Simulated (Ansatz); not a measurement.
System: trichloro(ethyl)silane, C₂H₅Cl₃Si (charge 0, singlet). 
Structure (B3LYP-D3(BJ)/def2-TZVP (Ansatz, a quantum-chemistry and plane-wave program) minimum search):
```
C
H 1 1.0939
H 1 1.0939 2 106.54
C 1 1.5327 2 110.98 3 -120.92
H 4 1.0906 1 111.28 2 -60.72
H 4 1.0906 5 107.82 1 122.31
H 4 1.0908 5 107.85 6 116.22
Si 1 1.8535 2 106.80 3 113.87
Cl 8 2.0504 1 110.46 2 -56.85
Cl 8 2.0521 1 110.69 2 -176.93
Cl 8 2.0521 1 110.69 2 63.24
```

Quantity: atomisation energy (electronic, to ground-state atoms), in kcal/mol. Correlated levels leave the core frozen unless marked. UHF or UKS for open shells. Spin-orbit coupling is left out. Non-relativistic. The coupled-cluster limit lacks core correlation, which all-electron functionals hold. CBS marks a two-point X^-3 extrapolation of the correlation energy; Hartree-Fock from the larger set. The bracket is a focal-point correction in the basis named.

```tsv
level	program	atomisation energy (kcal/mol)	minus last row
SVWN5/def2-TZVPD	Ansatz	1099.7	124.1
BLYP-D4/def2-TZVPD	Ansatz + dftd4	956.9	-18.7
HSE06-D4/def2-TZVPD	Ansatz + dftd4	978.3	2.7
HSE06/def2-TZVPD	Ansatz	971.2	-4.4
wB97X/def2-TZVPD	Ansatz	971.7	-3.9
RPA@PBE/cc-pV(Q+d)Z	Ansatz	907.8	-67.8
RI-MP2/CBS(aug-cc-pV(T+d)Z,aug-cc-pV(Q+d)Z)	Ansatz	996.7	21.1
SCS-MP2/STO-3G	Ansatz	985.2	9.6
SCS-MP2/cc-pV(T+d)Z	Ansatz	955.2	-20.4
CCSD/cc-pV(T+d)Z	Ansatz	930.3	-45.3
CCSD(T)/6-31G	Ansatz	765.2	-210.4
CCSD(T)/6-31G*	Ansatz	877.6	-98.0
CCSD(T)/cc-pV(Q+d)Z	Ansatz	963.3	-12.3
RI-MP2/CBS(aug-cc-pV(T+d)Z,aug-cc-pV(Q+d)Z)+[CCSD(T)-MP2]/aug-cc-pV(D+d)Z	Ansatz	973.9	-1.7
CCSD(T)/CBS(cc-pV(T+d)Z,cc-pV(Q+d)Z)	Ansatz	975.6	0.0
```
